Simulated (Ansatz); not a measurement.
Ansatz results at the PBE0-D4/def2-TZVP geometry: LUMO energy (PBE/def2-TZVPP) -0.45 eV; LUMO energy (ωB97M-V/def2-TZVPP) 1.82 eV; LUMO energy (B3LYP/def2-TZVPP) 0.09 eV.

Each molecule was computed in one conformer, which needn't be the lowest.

(1) Which molecule gave them?
A. `C[N](C)[AlH][NH2]`
B. `[SiH3][O][AlH][O][SiH3]`
C. `CC[O][Al]([Cl])[Cl]`
D. `[F][AlH][SH]`

Answers

(1) A. The others give `CC[O][Al]([Cl])[Cl]`: -1.68, 0.88, -1.08; `[F][AlH][SH]`: -1.72, 0.65, -1.18; `[SiH3][O][AlH][O][SiH3]`: -1.32, 1.02, -0.73.

B3LYP here is the variant with VWN-RPA as its local correlation; programs differ in this.
